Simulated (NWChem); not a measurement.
System: MgSiH3Cl; SMILES [Mg]([Cl])[SiH3]

Here is an NWChem input.

```
start job
memory heap 200 mb stack 900 mb global 1100 mb
geometry units angstroms
  Mg    -0.050464    -0.307855     0.000077
  Cl    -0.397051    -2.491691    -0.000383
  Si     0.349478     2.224272     0.000583
  H     -0.929248     2.995617    -0.145894
  H      1.245351     2.654409    -1.123648
  H      0.994478     2.693393     1.271557
end
basis spherical
  Mg library def2-svp
  Cl library def2-svp
  Si library def2-svp
  H library def2-svp
end
dft
  xc xpbe96 cpbe96
  iterations 150
end
driver
  maxiter 120
end
task dft optimize
task dft freq
```

Excerpt of the output:

```
             Northwest Computational Chemistry Package (NWChem) 7.3.0
             --------------------------------------------------------

 C3  symmetry detected

                             Geometry "geometry" -> ""
                             -------------------------

 Output coordinates in angstroms (scale by  1.889725989 to convert to a.u.)

  No.       Tag          Charge          X              Y              Z
 ---- ---------------- ---------- -------------- -------------- --------------
    1 Mg                  12.0000     0.00000000     0.00000000     0.16697802
    2 Cl                  17.0000    -0.00000000     0.00000000     2.37814550
    3 Si                  14.0000    -0.00000000     0.00000000    -2.39653915
    4 H                    1.0000    -1.36613830     0.25969645    -2.96022054
    5 H                    1.0000     0.45816543    -1.31295870    -2.96022054
    6 H                    1.0000     0.90797287     1.05326225    -2.96022054

 Effective nuclear repulsion energy (a.u.)     135.8080641868

      Symmetry information
      --------------------

 Group name             C3
 Group number              5
 Group order               3
 No. of unique centers     4

                                Z-matrix (autoz)
                                --------

 Units are Angstrom for bonds and degrees for angles

      Type          Name      I     J     K     L     M      Value
      ----------- --------  ----- ----- ----- ----- ----- ----------
    1 Stretch                  1     2                       2.21117
    2 Stretch                  1     3                       2.56352
    3 Stretch                  3     4                       1.50050
    4 Stretch                  3     5                       1.50050
    5 Stretch                  3     6                       1.50050
    6 Bend                     1     3     4               112.06519
    7 Bend                     1     3     5               112.06519
    8 Bend                     1     3     6               112.06519
    9 Bend                     2     3     4               112.06519
   10 Bend                     2     3     5               112.06519
   11 Bend                     2     3     6               112.06519
   12 Bend                     4     3     5               106.75728
   13 Bend                     4     3     6               106.75728
   14 Bend                     5     3     6               106.75728
   15 Torsion                  2     1     4     3         180.00000
   16 Torsion                  2     1     5     3        -180.00000
   17 Torsion                  2     1     6     3        -180.00000

  pbe96 is a nonlocal functional; adding pw91lda local functional.

                           NWChem Geometry Optimization
                           ----------------------------

 maximum gradient threshold         (gmax) =   0.000450
 rms gradient threshold             (grms) =   0.000300
 maximum cartesian step threshold   (xmax) =   0.001800
 rms cartesian step threshold       (xrms) =   0.001200
 fixed trust radius                (trust) =   0.300000
 source of zmatrix                         =   autoz

          -------------------
          Energy Minimization
          -------------------

 Using diagonal initial Hessian
 Scaling for Hessian diagonals: bonds = 1.00  angles = 0.25  torsions = 0.10

          --------
          Step   0

                                 NWChem DFT Module
                                 -----------------

 Summary of "ao basis" -> "ao basis" (spherical)
 ------------------------------------------------------------------------------
       Tag                 Description            Shells   Functions and Types
 ---------------- ------------------------------  ------  ---------------------
 Mg                         def2-svp                 8       18   4s3p1d
 Cl                         def2-svp                 8       18   4s3p1d
 Si                         def2-svp                 8       18   4s3p1d
 H                          def2-svp                 3        5   2s1p

      Symmetry analysis of basis
      --------------------------

        a          29
        e+         20
        e-         20

  Rotation of axis

            General Information
            -------------------
          SCF calculation type: DFT
          Wavefunction type:  closed shell.
          No. of atoms     :     6
          No. of electrons :    46
           Alpha electrons :    23
            Beta electrons :    23
          Charge           :     0
          Spin multiplicity:     1
          Use of symmetry is: on ; symmetry adaption is: on
          Maximum number of iterations: 150
          AO basis - number of functions:    69
                     number of shells:    33
          Convergence on energy requested:  1.00D-06
          Convergence on density requested:  1.00D-05
          Convergence on gradient requested:  5.00D-04

              XC Information
              --------------
          PerdewBurkeErnzerhof Exchange Functional  1.000
            Perdew 1991 LDA Correlation Functional  1.000 local
           PerdewBurkeErnz. Correlation Functional  1.000 non-local

             Grid Information
             ----------------
          Grid used for XC integration:  medium
          Radial quadrature: Mura-Knowles
          Angular quadrature: Lebedev.
          Tag              B.-S. Rad. Rad. Pts. Rad. Cut. Ang. Pts.
          ---              ---------- --------- --------- ---------
          Mg                  1.50       88          10.0       590
          Cl                  1.00       88          13.0       590
          Si                  1.10       88          11.0       590
          H                   0.35       45          12.0       434
          Grid pruning is: on
          Number of quadrature shells:   309
          Spatial weights used:  Erf1

      Superposition of Atomic Density Guess
      -------------------------------------

 Sum of atomic energies:        -949.09471127

      Non-variational initial energy
      ------------------------------

 Total energy =    -949.485383
 1-e energy   =   -1586.672380
 2-e energy   =     501.378932
 HOMO         =      -0.299742
 LUMO         =      -0.028323

      Symmetry analysis of molecular orbitals - initial
      -------------------------------------------------

  Numbering of irreducible representations:

     1 a           2 e+          3 e-

  Orbital symmetries:

     1 a           2 a           3 a           4 a           5 a
     6 e+          7 e+          8 a           9 e+         10 e+
    11 a          12 a          13 a          14 e+         15 e+
    16 a          17 a          18 a          19 e+         20 e+
    21 e+         22 e+         23 a          24 a          25 e+
    26 e+         27 a          28 e+         29 e+         30 a
    31 a          32 e+         33 e+

   convergence    iter        energy       DeltaE   RMS-Dens  Diis-err
 ---------------- ----- ----------------- --------- --------- ---------
 d= 0,ls=0.0,diis     1   -950.8103526536 -1.09D+03  2.29D-02  3.51D-01
 d= 0,ls=0.0,diis     2   -950.7452264496  6.51D-02  1.65D-02  6.14D-01
 d= 0,ls=0.0,diis     3   -950.8558334242 -1.11D-01  3.30D-03  3.79D-02
 d= 0,ls=0.0,diis     4   -950.8614204234 -5.59D-03  1.15D-03  2.00D-03
 d= 0,ls=0.0,diis     5   -950.8618590193 -4.39D-04  3.61D-04  2.52D-04
  Resetting Diis
 d= 0,ls=0.0,diis     6   -950.8619104330 -5.14D-05  6.04D-05  9.18D-06
 d= 0,ls=0.0,diis     7   -950.8619120751 -1.64D-06  3.06D-05  6.14D-07
 d= 0,ls=0.0,diis     8   -950.8619119962  7.89D-08  1.73D-05  1.15D-06
 d= 0,ls=0.0,diis     9   -950.8619121959 -2.00D-07  2.94D-06  1.61D-08

         Total DFT energy =     -950.861912195936
      One electron energy =    -1588.629386262809
           Coulomb energy =      568.217556393174
    Exchange-Corr. energy =      -66.258146513110
 Nuclear repulsion energy =      135.808064186809

 Numeric. integr. density =       45.999988427758

                  Occupations of the irreducible representations
                  ----------------------------------------------

                     irrep           alpha         beta
                     --------     --------     --------
                     a                13.0         13.0
                     e+               10.0         10.0
                     e-                0.0          0.0

                       DFT Final Molecular Orbital Analysis
                       ------------------------------------

 Vector   21  Occ=2.000000D+00  E=-2.610149D-01  Symmetry=e+
              MO Center=  4.1D-04,  1.0D-04,  2.3D+00, r^2= 1.4D+00
   Bfn.  Coefficient  Atom+Function         Bfn.  Coefficient  Atom+Function
  ----- ------------  ---------------      ----- ------------  ---------------
    30      0.555282  2 Cl py                27      0.422317  2 Cl py
    24      0.247252  2 Cl py                29      0.236561  2 Cl px
    26      0.179915  2 Cl px                23      0.105334  2 Cl px
    12      0.087367  1 Mg py                15      0.077989  1 Mg d -1
     9      0.059384  1 Mg py                 6      0.041068  1 Mg py

 Vector   22  Occ=2.000000D+00  E=-2.610149D-01  Symmetry=e+
              MO Center= -4.1D-04, -1.0D-04,  2.3D+00, r^2= 1.4D+00
   Bfn.  Coefficient  Atom+Function         Bfn.  Coefficient  Atom+Function
  ----- ------------  ---------------      ----- ------------  ---------------
    29      0.555282  2 Cl px                26      0.422317  2 Cl px
    23      0.247252  2 Cl px                30     -0.236561  2 Cl py
    27     -0.179915  2 Cl py                24     -0.105334  2 Cl py
    11      0.087367  1 Mg px                17     -0.077989  1 Mg d  1
     8      0.059384  1 Mg px                 5      0.041068  1 Mg px

[...]

      ----------------------
      Optimization converged
      ----------------------

  Step       Energy      Delta E   Gmax     Grms     Xrms     Xmax
  ---- ---------------- -------- -------- -------- -------- --------
@    4    -950.86203386 -3.3D-08  0.00005  0.00001  0.00008  0.00023
                                     ok       ok       ok       ok

                                Z-matrix (autoz)
                                --------

 Units are Angstrom for bonds and degrees for angles

      Type          Name      I     J     K     L     M      Value     Gradient
      ----------- --------  ----- ----- ----- ----- ----- ---------- ----------
    1 Stretch                  1     2                       2.22071   -0.00000
    2 Stretch                  1     3                       2.56782   -0.00005
    3 Stretch                  3     4                       1.51083    0.00000
    4 Stretch                  3     5                       1.51083    0.00000
    5 Stretch                  3     6                       1.51083    0.00000
    6 Bend                     1     3     4               112.16764    0.00001
    7 Bend                     1     3     5               112.16764    0.00001
    8 Bend                     1     3     6               112.16764    0.00001
    9 Bend                     2     3     4               112.16764    0.00001
   10 Bend                     2     3     5               112.16764    0.00001
   11 Bend                     2     3     6               112.16764    0.00001
   12 Bend                     4     3     5               106.64536   -0.00001
   13 Bend                     4     3     6               106.64536   -0.00001
   14 Bend                     5     3     6               106.64536   -0.00001
   15 Torsion                  2     1     4     3         180.00000    0.00000
   16 Torsion                  2     1     5     3        -180.00000   -0.00000
   17 Torsion                  2     1     6     3         180.00000    0.00000

                         Geometry "geometry" -> "geometry"
                         ---------------------------------

 Output coordinates in angstroms (scale by  1.889725989 to convert to a.u.)

  No.       Tag          Charge          X              Y              Z
 ---- ---------------- ---------- -------------- -------------- --------------
    1 Mg                  12.0000     0.00000000     0.00000000     0.17144684
    2 Cl                  17.0000     0.00000000    -0.00000000     2.39215641
    3 Si                  14.0000     0.00000000     0.00000000    -2.39637327
    4 H                    1.0000    -1.37453911     0.26129341    -2.96643575
    5 H                    1.0000     0.46098283    -1.32103249    -2.96643575
    6 H                    1.0000     0.91355628     1.05973909    -2.96643575

 Effective nuclear repulsion energy (a.u.)     135.3180156855

      Symmetry information
      --------------------

 Group name             C3
 Group number              5
 Group order               3
 No. of unique centers     4

                Final and change from initial internal coordinates
                --------------------------------------------------

                                Z-matrix (autoz)
                                --------

 Units are Angstrom for bonds and degrees for angles

[...]

 Rotational Constants
 --------------------
 A=   2.848149 cm-1  (  4.097759 K)
 B=   0.043280 cm-1  (  0.062269 K)
 C=   0.043280 cm-1  (  0.062269 K)

 Temperature                      =   298.15K
 frequency scaling parameter      =   1.0000

 Zero-Point correction to Energy  =   15.398 kcal/mol  (  0.024538 au)
 Thermal correction to Energy     =   19.046 kcal/mol  (  0.030352 au)
 Thermal correction to Enthalpy   =   19.638 kcal/mol  (  0.031296 au)

 Total Entropy                    =   74.132 cal/mol-K
   - Translational                =   39.385 cal/mol-K (mol. weight =  89.9543)
   - Rotational                   =   23.024 cal/mol-K (symmetry #  =        3)
   - Vibrational                  =   11.723 cal/mol-K

 Cv (constant volume heat capacity) =   17.438 cal/mol-K
   - Translational                  =    2.979 cal/mol-K
   - Rotational                     =    2.979 cal/mol-K
   - Vibrational                    =   11.479 cal/mol-K

[normal modes left out]

 ----------------------------------------------------------------------------
 Normal Eigenvalue ||           Projected Infra Red Intensities
  Mode   [cm**-1]  || [atomic units] [(debye/angs)**2] [(KM/mol)] [arbitrary]
 ------ ---------- || -------------- ----------------- ---------- -----------
    1       -0.000 ||    0.000020           0.000         0.020       0.006
    2       -0.000 ||    0.000120           0.003         0.117       0.033
    3       -0.000 ||    0.000000           0.000         0.000       0.000
    4       -0.000 ||    0.000101           0.002         0.098       0.028
    5       -0.000 ||    0.000079           0.002         0.077       0.022
    6       -0.000 ||    0.000079           0.002         0.077       0.022
    7       99.109 ||    0.024584           0.567        23.965       6.756
    8       99.114 ||    0.024583           0.567        23.965       6.756
    9      255.912 ||    0.000691           0.016         0.674       0.190
   10      386.000 ||    0.000992           0.023         0.967       0.273
   11      386.071 ||    0.000992           0.023         0.967       0.273
   12      530.402 ||    0.074259           1.713        72.391      20.407
   13      807.005 ||    0.240782           5.555       234.727      66.169
   14      904.338 ||    0.035029           0.808        34.148       9.626
   15      904.352 ||    0.035029           0.808        34.148       9.626
   16     2125.356 ||    0.060054           1.385        58.544      16.503
   17     2139.314 ||    0.078806           1.818        76.824      21.656
   18     2139.319 ||    0.078806           1.818        76.824      21.656
 ----------------------------------------------------------------------------
```

Level: PBE/def2-SVP.
